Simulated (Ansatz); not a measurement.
Two isomers of C2H5NOSi: A = `OC1N=C1[SiH3]`, B = `O[SiH2]C1=NC1`.

Gas-phase electronic energies from Ansatz, PBE0-D4/def2-TZVP geometries. CCSD(T)/CBS is the MP2 limit (def2-TZVPP, def2-QZVPP) plus CCSD(T) − MP2 in def2-TZVPP, frozen cores. DFT in def2-TZVPP. B3LYP here is the variant with VWN-RPA as its local correlation; programs differ in this. Each species was taken in one conformer, which may not be the lowest.

(1) Which is lower in electronic energy at CCSD(T)/CBS, and by how much? (Best estimate.)

(2) Give E(B) − E(A) in kJ/mol with r2SCAN-D4, MP2/def2-TZVPP, B3LYP-D4, ωB97M-V, B2PLYP, CCSD(T)/def2-TZVPP, PBE-D4. (An estimate is asked.)

Largest T1 diagnostic: 0.012.

Results:

(1) The calculation gave: B, by 149.7 kJ/mol.

(2) Computed: r2SCAN-D4 -143.5, MP2/def2-TZVPP -153.9, B3LYP-D4 -143.2, ωB97M-V -144.3, B2PLYP -148.0, CCSD(T)/def2-TZVPP -146.7, PBE-D4 -132.0. None reverses the order clearly.

From PBE to PBE0 (25 % exact exchange), in def2-TZVPP and without D4, E(B) − E(A) moves by −4.6 kJ/mol.
